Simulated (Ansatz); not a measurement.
Start from `C[O][Mo]([OH])([OH])([F])([F])[O]C` and change one atom or group to get `C[O][Mo]([OH])([F])([F])([Cl])[O]C`.

Ansatz, PBE0-D4/def2-TZVP geometries, multiplicity 1. Each molecule was computed in one conformer, which needn't be the lowest.

Elements past krypton have def2 core potentials.

```tsv
property	`C[O][Mo]([OH])([OH])([F])([F])[O]C`
size of the dipole moment (PBE/def2-TZVPP) / D	4.23
size of the dipole moment (B3LYP/def2-TZVPP) / D	4.42
HOMO–LUMO gap (B3LYP/def2-TZVPP) / eV	5.11
HOMO energy (PBE/def2-TZVPP) / eV	-7.07
size of the dipole moment (ωB97M-V/def2-TZVPP) / D	4.34
LUMO energy (B3LYP/def2-TZVPP) / eV	-3.31
```

Q: What does the change do to each property? (Best estimate.)

A: The calculation gave: 
```tsv
property	`C[O][Mo]([OH])([F])([F])([Cl])[O]C`	shift
size of the dipole moment (PBE/def2-TZVPP) / D	4.03	-0.20
size of the dipole moment (B3LYP/def2-TZVPP) / D	4.14	-0.28
HOMO–LUMO gap (B3LYP/def2-TZVPP) / eV	4.34	-0.77
HOMO energy (PBE/def2-TZVPP) / eV	-7.07	0.00
size of the dipole moment (ωB97M-V/def2-TZVPP) / D	4.16	-0.18
LUMO energy (B3LYP/def2-TZVPP) / eV	-3.92	-0.61
```

With PBE0 the HOMO rises by 0.12 eV and the LUMO falls by 0.63 eV, so the gap narrows by about 0.75 eV. PBE moves the HOMO by 0.00 eV and ωB97M-V by 0.17 eV. Dipoles are sizes alone; their direction can turn.

B3LYP here is the variant with VWN-RPA as its local correlation; programs differ in this.
